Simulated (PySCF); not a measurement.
# Electron correlation in Zr³⁺ (zirconium, charge +3)

Starting occupation: [Kr] 4d1, 4d5/2 with m_j = +5/2. Calculation: PySCF 2.14, in x2c-QZVPPall-2c (13s12p9d3f2g, 133 functions); X2C-1e with screened-nucleus spin-orbit coupling, Gaussian nucleus. Frozen: [Ar] 3d10; 9 electrons correlated; the 32 highest virtual spinors left out.

MP2 pair energies summed by pair of shells (mhartree):

| pair | energy | share (%) |
| --- | --- | --- |
| 4p1/2-4p3/2 | -61.76 | 27.3 |
| 4p3/2-4p3/2 | -55.92 | 24.7 |
| 4d5/2-4p3/2 | -27.51 | 12.1 |
| 4p3/2-4s1/2 | -26.55 | 11.7 |
| 4p1/2-4p1/2 | -16.60 | 7.3 |
| 4p1/2-4s1/2 | -13.63 | 6.0 |
| 4d5/2-4p1/2 | -12.03 | 5.3 |
| 4s1/2-4s1/2 | -7.51 | 3.3 |
| 4d5/2-4s1/2 | -4.99 | 2.2 |

Total MP2 correlation energy: -226.49 mhartree.

This basis was not built for core-valence correlation, so the inner-shell part is incomplete.
